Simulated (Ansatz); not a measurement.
trisilane (H₈Si₃), singlet, at a GFN2-xTB geometry; WB97X/6-31G (Ansatz, a quantum-chemistry and plane-wave program).

Ansatz was given this input:
Ansatz 0.2 input:
```yaml
crystal:
  periodic: [false, false, false]
  atoms:
    - {symbol: Si, position_ang: [1.84434748, 0.77811444, -0.03231500]}
    - {symbol: Si, position_ang: [0.16416537, -0.81270586, -0.09228709]}
    - {symbol: Si, position_ang: [-1.99843538, -0.01529745, 0.11893695]}
    - {symbol: H, position_ang: [3.19901703, 0.23312390, -0.14758428]}
    - {symbol: H, position_ang: [1.70184530, 1.75355602, -1.11706786]}
    - {symbol: H, position_ang: [1.81606434, 1.54371778, 1.21735150]}
    - {symbol: H, position_ang: [0.41379658, -1.82450880, 0.94977864]}
    - {symbol: H, position_ang: [0.27643206, -1.59248980, -1.33779706]}
    - {symbol: H, position_ang: [-2.32028977, 0.95246609, -0.93389650]}
    - {symbol: H, position_ang: [-2.19373438, 0.68155636, 1.39358787]}
    - {symbol: H, position_ang: [-3.03421581, -1.04897755, 0.05493974]}
basis:
  gaussian:
    orbitals: 6-31G
hamiltonian:
  xc: {name: wB97X}
```

Output, abridged:

```
Functional definition: wB97X
676 factors; integrals over basis functions are off by at most 1.8e-4 eV
296 factors; integrals over basis functions are off by at most 3.2e-6 eV
mean field evaluation 1: about -23758.0279 eV, gradient 7.0e0 eV
mean field evaluation 2: about -23758.2919 eV, gradient 1.6e0 eV
mean field evaluation 4: about -23758.3076 eV, gradient 4.4e-1 eV
mean field evaluation 8: about -23758.4003 eV, gradient 5.7e-3 eV
mean field -23758.40026587 eV, -873.1051057486 hartree, gradient 4.2e-5 eV, S^2 0.000000; 0 other end points of the search recorded, 0 dependent functions left out
reference -23758.40023011 eV, -873.1051044344 hartree; 25, 25 occupied and 30, 30 virtual orbitals, 676 factors
Total energy: -23758.40023011 eV, -873.1051044344 hartree
```
